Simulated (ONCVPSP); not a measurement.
**What the settings do to the ONCV potential of Ni**

Base potential:

ONCVPSP 4.0.1 input, shortened (lines: element, Z, core and valence counts, functional; n l f; lmax; l rc ep ncon nbas qcut; lloc lpopt rc5 dvloc0; l nproj debl; icmod fcfact rcfact), revPBE, fully relativistic:

```
  Ni 28.00    3    3  -102130      upf
    1    0    2.00
    2    0    2.00
    2    1    6.00
    3    0    2.00
    3    1    6.00
    3    2    8.00
    2
    0    1.20    0.00    5    9    7.60
    1    1.25    0.00    4    7    8.70
    2    0.95    0.00    4    9   14.00
    4    1    0.80    0.00
    0    1    3.50
    1    2    3.30
    2    1    2.20
    3    5.00    1.80
```

Open shells are filled in proportion to 2j + 1.

In the p channel the program set the typed energies aside and used -3.318, 0.250 Ha (j = l + 1/2; the other j can differ).

All-electron outer shells of the reference configuration (revPBE, scalar-relativistic, ld1.x):

| shell | level (eV) | outermost node (bohr) | outermost maximum (bohr) |
| --- | --- | --- | --- |
| 3s | -130.73 | 0.30 | 0.64 |
| 3p | -91.03 | 0.27 | 0.65 |
| 3d | -28.24 | – | 0.63 |

Cutoffs, loose and tight: the cutoffs (Ha) at which the residual kinetic energy of the hardest occupied pseudo-wave falls to 1 and 0.1 mHa per electron. They do not see the model core or the augmentation charge, which bear on the density cutoff. Test errors are all-electron minus pseudo excitation energies from the reference, over the configurations 3s2 3p6 3d8 4s2; 3s2 3p6 3d8 4s1; 3s2 3p6 3d7; 3s2 3p6 3d8 4s1 4p1. A dash means not determined; rows that change the core or the reference have their own tests.

| change | outcome | cutoff, loose | cutoff, tight | bound ghosts | GHOST(+) flags above zero | largest test error (meV) |
| --- | --- | --- | --- | --- | --- | --- |
| base | generated, projector energies reset by the program | 87 Ha | 146 Ha | none | none | +898 |
| s: qcut 5; p: qcut 5.7; d: qcut 9.2 | generated, projector energies reset by the program | 342 Ha | 441 Ha | none | p3/2, p1/2 | +1094 |
| s: qcut 5.7; p: qcut 6.5; d: qcut 10.4 | generated, projector energies reset by the program | 320 Ha | 369 Ha | none | none | +1118 |
| s: qcut 6.8; p: qcut 7.8; d: qcut 12.6 | generated, projector energies reset by the program | 85 Ha | 315 Ha | none | none | +1020 |
| s: qcut 7.7; p: qcut 8.9; d: qcut 14.2 | generated, projector energies reset by the program | 88 Ha | 145 Ha | none | none | +882 |
| s: qcut 8.5; p: qcut 9.7; d: qcut 15.6 | generated, projector energies reset by the program | 98 Ha | 131 Ha | none | p1/2 | +751 |
| s: qcut 9.4; p: qcut 10.8; d: qcut 17.4 | generated, projector energies reset by the program | 109 Ha | 125 Ha | none | none | +615 |
| s: qcut 10.2; p: qcut 11.7; d: qcut 18.9 | generated, projector energies reset by the program | 119 Ha | 137 Ha | none | none | +512 |
| s: qcut 11; p: qcut 12.6; d: qcut 20.3 | generated, projector energies reset by the program | 128 Ha | 148 Ha | none | none | +424 |
